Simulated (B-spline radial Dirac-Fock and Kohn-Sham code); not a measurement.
**Core and valence levels of Sn³⁸⁺**

System: the Sn³⁸⁺ ion, [Ne] 3s2; nuclear rms radius 4.6519 fm (A = 120).

Model: Dirac-Fock energy differences between relaxed states, corrected for Breit and QED terms. Program: a radial finite-basis atomic code. No correlation. Energies are counted from the vacuum level.

All terms are in eV, carry their sign (relaxation lowers the binding energy) and add up to the binding energy; ⟨r⟩ is the mean radius of the orbital in the initial state.

| subshell | −ε (Koopmans) | relaxation | Gaunt | retardation | QED | binding energy | ⟨r⟩ (bohr) |
| --- | --- | --- | --- | --- | --- | --- | --- |
| K | 31726.1 | -22.95 | -68.09 | 5.03 | -32.35 | 31607.7 | 0.029 |
| L1 | 6741.1 | -3.28 | -6.62 | 0.38 | -4.17 | 6727.5 | 0.123 |
| L2 | 6454.2 | -4.80 | -11.57 | 1.23 | 0.30 | 6439.3 | 0.104 |
| L3 | 6214.1 | -4.30 | -8.26 | 1.48 | -0.16 | 6202.8 | 0.109 |
| M1 | 2682.4 | -0.20 | -1.69 | 0.19 | -1.10 | 2679.6 | 0.298 |

For the deepest level, K (1s), the Breit terms make up -0.200 % of the binding energy, QED -0.102 % and orbital relaxation -0.073 %.

Going to the tabulated ground configuration of the next ion removes an electron from M1 (3s), computed at 2679.6 eV. NIST lists 2687 ± 4 eV as the ionisation energy of this species (semi-empirical), +7.36 eV from the computed value.
